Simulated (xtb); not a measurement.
Cd(Me)(OH) (CH4CdO), SMILES [CH3][Cd][OH]. All values are semi-empirical tight-binding results from xtb (GFN2-xTB unless named), good for trends rather than for accurate numbers. Geometry: GFN2-xTB. Other conformers were not sampled.

Optimised geometry:

Bonded distances (Å): Cd1–C2 2.155, Cd1–O6 1.970, C2–H3 1.087, C2–H4 1.091, C2–H5 1.087, O6–H7 0.960. Angles (°): C2–Cd1–O6 127.2, Cd1–C2–H3 112.0, Cd1–C2–H4 103.8, Cd1–C2–H5 112.2, H3–C2–H4 109.7, H3–C2–H5 109.4, H4–C2–H5 109.7, Cd1–O6–H7 121.9.

The geometry has at least one imaginary mode, so it is a saddle point at that level.

For metal compounds this method's bond lengths and energies can be far off.

**Question.** Estimate the properties. (The exact figures need the calculation; the answer reports its results.)

**Answer.** 
The point group as xtb finds it comes out as Cs and the orbital gap is 3.66 eV.

Computed atomic charges and the Wiberg bond orders between heavy atoms:
charges (e) Cd1 0.38, C2 -0.21, H3 0.06, H4 0.07, H5 0.06, O6 -0.63, H7 0.27. Bond orders Cd1–C2 0.84, Cd1–O6 0.78.
